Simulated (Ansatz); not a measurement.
Job for Ansatz (a quantum-chemistry and plane-wave program): U-CCSD(T)/def2-TZVPP on BrH2Sb (SMILES [Br][SbH2]), a point of a bond scan (R = 2.037 Å). Elements past Kr take the def2 small-core potentials; no spin–orbit coupling. The run froze 23 orbitals, filled d shells among them.

Ansatz 0.2 input:
```yaml
crystal:
  periodic: [false, false, false]
  atoms:
    - {symbol: Sb, position_ang: [-0.59846166, -0.60746259, 0.54114695]}
    - {symbol: H, position_ang: [-0.27151712, -1.97207194, -0.44922941]}
    - {symbol: H, position_ang: [-1.98547823, -0.24328907, -0.40408288]}
    - {symbol: Br, position_ang: [0.62953144, 0.63727212, -0.50308906]}
basis:
  gaussian:
    orbitals: def2-TZVPP
correlation: {method: ccsd_t, electrons: outside_noble_gas}
scf: {omitted_lower_state_checks: [cluster_reference]}
magnetization: {spin_polarized: true, initial_magnetization: 0}
```

What total energy does the run end on?

-2813.0955 hartree (reference determinant -2812.7623, T1 diagnostic 0.010).

How many basis functions does it have, and what does it roughly cost on one machine?

126 functions; very roughly 11 core-seconds.
